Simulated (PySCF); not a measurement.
Species: [AlBr3(PMe3)], C3H9AlBr3P.
Bonds: C1–P2, P2–C3, P2–C4, P2–Al5, Al5–Br6, Al5–Br7, Al5–Br8. Hydrogens: H9, H10, H11 on C1; H12, H13, H14 on C3; H15, H16, H17 on C4.

Computed, not measured: PBE0-D3(BJ)/def2-SVP geometry optimisation, gas phase (PySCF 2.14.0).

Task: List the bond lengths, angles and torsions at this level.

Result: 
```tsv
bond	length (pm)
C1–P2, P2–C3, P2–C4	181.8
P2–Al5	240.0
Al5–Br6, Al5–Br7, Al5–Br8	228.7
C1–H9 and 8 like bonds	110.0
```

Bonds in one row agree within 1 pm and their mean is given. A selection of angles:
```tsv
angle	degrees
C1–P2–C3	106.4
C1–P2–C4	106.8
C1–P2–Al5	111.7
C4–P2–Al5	113.2
P2–Al5–Br6	102.1
P2–Al5–Br7	98.8
P2–Al5–Br8	103.6
Br6–Al5–Br7	117.3
Br6–Al5–Br8	115.6
```

Torsions: C1–P2–Al5–Br6 178° (antiperiplanar). The mirror-image conformer, all signs reversed, is as good.

P2 (phosphorus bonded to Al and 3 C) is distorted tetrahedral (angles from 106.4° to 113.2°). Al5 (aluminium bonded to 3 Br and P) is distorted tetrahedral (angles from 98.8° to 117.3°). All 3 C–P bonds measure 1.817 to 1.818 Å.

Point group: near C3v, missed by 0.21 Å at most; the miss may be what the optimiser left on a soft mode. PBE0-D3(BJ)/def2-SVP frequencies: not computed here.
